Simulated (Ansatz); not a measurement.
Computed with Ansatz on PBE0-D4/def2-TZVP structures; ΔE is electronic, products minus reactants. CCSD(T)/CBS adds triple-zeta CCSD(T) − MP2 to the extrapolated MP2 energy (def2 sets, frozen cores). This one scheme is used for every species. DFT in def2-TZVPP. HSE06 is defined as in plane-wave codes. Each species was taken in one conformer, which may not be the lowest.

`CB(C)O[SiH3]` + H–F → `CB(C)F` + `O[SiH3]`  (ligand exchange at a B–O bond)

`CB(C)O[SiH3]`:

```xyz
14

C    -0.990   -1.110    0.081
B     0.402   -0.372    0.069
C     1.756   -1.145    0.234
O     0.458    0.985   -0.102
Si   -0.706    2.137   -0.291
H    -0.951   -2.089    0.562
H    -1.299   -1.284   -0.959
H    -1.791   -0.526    0.545
H     1.773   -2.062   -0.362
H     2.632   -0.541   -0.009
H     1.852   -1.472    1.277
H    -0.013    3.430   -0.493
H    -1.557    1.834   -1.472
H    -1.567    2.215    0.919
```

H–F:

Z-matrix (Å, degrees):
```
F
H 1 0.920
```

`CB(C)F`:

Cartesian coordinates in Å:
```
C -1.097 0.817 0.283
B -0.168 -0.162 -0.504
C 1.195 -0.720 0.018
F -0.568 -0.552 -1.719
H -0.542 1.486 0.945
H -1.746 0.216 0.933
H -1.750 1.403 -0.367
H 1.983 -0.013 -0.275
H 1.456 -1.685 -0.422
H 1.237 -0.790 1.107
```

`O[SiH3]`:

Z-matrix (Å, degrees):
```
Si
O 1 1.648
H 1 1.489 2 111.7
H 1 1.489 2 111.7 3 120.9
H 1 1.481 2 105.9 3 -119.6
H 2 0.957 1 117.9 3 -60.5
```

CCSD(T)/CBS gives -11.1 kJ/mol.

(1) Another level gave -15.8 kJ/mol. Which?
A. BLYP/def2-TZVPP
B. r2SCAN-D4/def2-TZVPP
C. PBE/def2-TZVPP
D. HSE06-D4/def2-TZVPP

Largest T1 diagnostic among the species: 0.011.

Answers

(1) D. HSE06-D4 -15.8, r2SCAN-D4 -20.8, BLYP -31.3, PBE -24.8 kJ/mol.

The D4 term adds +11.4 kJ/mol with B3LYP and +6.6 kJ/mol with PBE0; it sums over pairs of atoms, weighted by their polarisabilities, and B3LYP, whose exchange is more repulsive, gets the larger term. Leaving LDA and LC-ωPBE aside and taking each functional with its dispersion term where it has one, the values, not all of them listed here, spread over 10.5 kJ/mol, from B97M-V to revPBE-D4. LDA lies +7.9 kJ/mol from PBE without D4. At CCSD(T), def2-SVP lies −7.0 kJ/mol from the extrapolated value and def2-TZVPP −2.6 kJ/mol.

B3LYP here is the variant with VWN-RPA as its local correlation; programs differ in this.
